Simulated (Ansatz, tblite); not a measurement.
Isomers of Si₄Ni⁺ (doublet), found by a short tight-binding search and relaxed with PBE-D4/def2-SVP in Ansatz.

The xTB rows come from tblite.

Run but left out: HF/def2-SVP, HF/def2-TZVP, MP2/def2-SVP, MP2/def2-TZVP, CCSD/def2-SVP, CCSD(T)/def2-SVP (A: ⟨S²⟩ 1.63 to 1.66, where a pure state has 0.75).

B: At r2SCANh-D4/def2-TZVP, ωB97X-V/def2-TZVP the charge 1 doublet is spin-contaminated (final ⟨S²⟩ up to 0.93, 0.75 for a pure state). D: At PBE-D4/def2-TZVP, BLYP-D4/def2-TZVP the gap within one spin of the charge 1 doublet nearly closes, so an electron or hole may be smeared out by delocalisation error.

Other spin states weren't relaxed.

A:

| atom | x (Å) | y (Å) | z (Å) |
| --- | --- | --- | --- |
| Ni1 | 0.254 | 1.645 | 0.325 |
| Si2 | 1.115 | -0.227 | -0.564 |
| Si3 | -0.578 | -1.455 | -1.670 |
| Si4 | -1.268 | 0.003 | 0.071 |
| Si5 | 0.477 | 0.034 | 1.839 |

B:

```
atom   x (Å)   y (Å)   z (Å)
 Ni1  -0.550   0.678  -0.768
 Si2   0.819   1.567   0.687
 Si3   0.087  -1.572   0.321
 Si4  -1.906  -0.489   0.487
 Si5   1.550  -0.184  -0.726
```

C:

```xyz
5

Ni   -0.230    1.655   -0.103
Si   -2.203    0.719   -0.268
Si   -0.523   -0.786   -0.022
Si    1.447   -1.973    0.250
Si    1.510    0.385    0.143
```

D:

```xyz
5

Ni   -0.9474   -0.3941    3.0536
Si    0.7982    0.3361   -2.5979
Si    0.1062   -1.1721   -0.9511
Si    0.3612    1.3648   -0.5445
Si   -0.3182   -0.1347    1.0399
```

E:

Cartesian coordinates in Å:
```
Ni -1.267 -0.171 -0.458
Si 0.881 -1.105 -0.005
Si 0.381 1.278 0.462
Si -0.576 -0.428 1.762
Si 0.580 0.425 -1.761
```

Task: Estimate their order by electronic energy at PBE0-D4/def2-TZVP, counted from the lowest.

Result: D (0.0) < E (4.2) < A (10.7) < C (12.3) < B (23.8), in kcal/mol.

Task: Do the other levels pick the same lowest one?

Result: Not GFN1-xTB, GFN2-xTB, PBE-D4/def2-SVP, PBE-D4/def2-TZVP, BLYP-D4/def2-TZVP, r2SCAN-D4/def2-TZVP, r2SCANh-D4/def2-TZVP. Energies above each level's lowest (kcal/mol):

```csv
level,A,B,C,D,E
GFN1-xTB,9.5,15.4,5.1,25.1,0.0
GFN2-xTB,23.9,6.7,0.0,32.9,26.4
PBE-D4/def2-SVP,7.5,8.4,6.1,19.0,0.0
PBE-D4/def2-TZVP,8.0,11.0,6.8,17.9,0.0
BLYP-D4/def2-TZVP,4.6,3.8,0.0,8.5,0.3
r2SCAN-D4/def2-TZVP,8.7,13.5,7.7,14.2,0.0
r2SCANh-D4/def2-TZVP,7.8,15.9,7.9,4.9,0.0
PBE0-D4/def2-SVP,10.9,24.3,11.6,0.0,3.8
PBE0-D4/def2-TZVP,10.7,23.8,12.3,0.0,4.2
ωB97X-V/def2-TZVP,13.5,31.7,15.9,0.0,8.3
```
Point groups (tolerance 0.1 Å): A Cs, B not assigned, C Cs, D C2v, E not assigned. Lower isomers may exist.
